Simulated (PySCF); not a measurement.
Computed properties of F₂GeH₄Si, SMILES [GeH3][SiH](F)F

F2GeH4Si, SMILES F[SiH](F)[GeH3]. Coordinates come from a PBE0-D3(BJ)/def2-SVP optimisation. This is a generated structure with no PubChem entry under its InChIKey; it may be hypothetical. One conformer was computed; it need not be the lowest. All values are computed for the isolated molecule unless a solvent is named; none is compared with measurement here.

**Structure.** The optimised structure has Cs symmetry. All 18 harmonic modes at PBE0-D3(BJ)/def2-SVP (PySCF) are real, so it is a minimum. With heavy atoms numbered as in [SiH:1]([F:2])([F:3])[GeH3:4], the shortest bond between them is Si1–F3 at 1.619 Å and the longest Si1–Ge4 at 2.370 Å.

**Vibrations.** The strongest infrared lines (harmonic, unscaled, degenerate partners summed) lie at 777 cm⁻¹ (329 km/mol, H 94 %), 960 cm⁻¹ (171 km/mol, Si 48 %, F 43 %, H 9 %), 893 cm⁻¹ (144 km/mol, H 55 %, F 22 %, Si 22 %). The softest mode is at 82 cm⁻¹ and the zero-point energy is 24.1 kcal/mol.

**Electronic structure.** M06-2X/def2-TZVP (PySCF) places the frontier levels at -9.70 and 0.46 eV, a gap of 10.16 eV, and gives a dipole moment of 1.90 D and a mean polarisability of 55.6 bohr³. PBE/def2-TZVP (PySCF) at the same geometry gives -7.34 and -1.17 eV, so its gap is 3.99 eV narrower. An orbital gap is neither the optical nor the fundamental gap.

**Excitations.** TDA-M06-2X/def2-SVPD (PySCF) has S1 at 6.98 eV (178 nm, f = 0.015, weak); the most intense of the 10 singlets computed lies at 8.30 eV (f = 0.33). T1 (TDA) is at 6.29 eV, 0.69 eV under S1. TDA-PBE/def2-SVPD (PySCF) puts S1 at 6.53 eV. No vertical singlet excitation falls in the visible range (under 3.1 eV).

**NMR.** GIAO shifts at B3LYP/pcSseg-1 (PySCF) (non-relativistic, atoms alike by connectivity averaged): ¹H from 3.7 to 6.0 ppm against TMS; ²⁹Si at 16.9 ppm against TMS; ¹⁹F at -154.5 ppm against CFCl3.
